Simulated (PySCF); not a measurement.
## Working out the ionisation energy of Cr

Cr [Ar] 3d5 4s1 (7S) → Cr⁺ [Ar] 3d5 (6S). Computed with PySCF 2.14 in pcseg-2 (6s4p3d2f1g, 56 functions), with no relativity, point nucleus. Frozen: [Ar]. Energies in hartree (1 hartree = 27.21139 eV):

```
             part    Cr (lower)   Cr⁺ (upper)
              UHF  -1043.333543  -1043.115830
MP2 opposite-spin      0.000000      0.000000
    MP2 same-spin     -0.086611     -0.070391
```

What does Hartree-Fock give?

(-1043.115830) − (-1043.333543) = 0.217713 hartree = 5.924 eV.

What do MP2 and SCS-MP2 (6/5 opposite-spin, 1/3 same-spin) give?

The opposite-spin parts differ by 0.000 eV and the same-spin parts by 0.441 eV. MP2: 5.924 + (0.000) + (0.441) = 6.365 eV. SCS-MP2: 5.924 + 1.2 × (0.000) + (0.441)/3 = 6.071 eV.

Measured between the centres of the two terms (NIST): 6.767 eV, so MP2 (valence) is off by -0.402 eV.

The calculation is non-relativistic.

What remains against the reference includes basis incompleteness, the frozen core and correlation beyond second order.
